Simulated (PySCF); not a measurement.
C₄H₅N₂, SMILES c1nccc[nH+]1, charge +1.

The structure is a stationary point at TPSSh-D3(BJ)/def2-SVP. The isomer is the one that the SMILES or the coordinates give; other isomers of the formula were not compared.

Method: PBE/def2-TZVP (PySCF).

Symmetry labels are those of the subgroup Cs that the program uses (full group Cs).

Q: List the valence orbital energies around the gap with their symmetry. (An estimate is asked for; the answer gives what the named calculation found.)

A: 
```
orbital  symmetry  energy (eV)
-------  --------  -----------
HOMO−7         A'       -18.25
HOMO−6         A"       -17.08
HOMO−5         A'       -16.99
HOMO−4         A'       -16.32
HOMO−3         A'       -15.19
HOMO−2         A"       -14.29
HOMO−1         A"       -13.21
HOMO           A'       -11.91
LUMO           A"        -8.55
LUMO+1         A"        -7.78
LUMO+2         A'        -5.04
LUMO+3         A"        -4.08
```
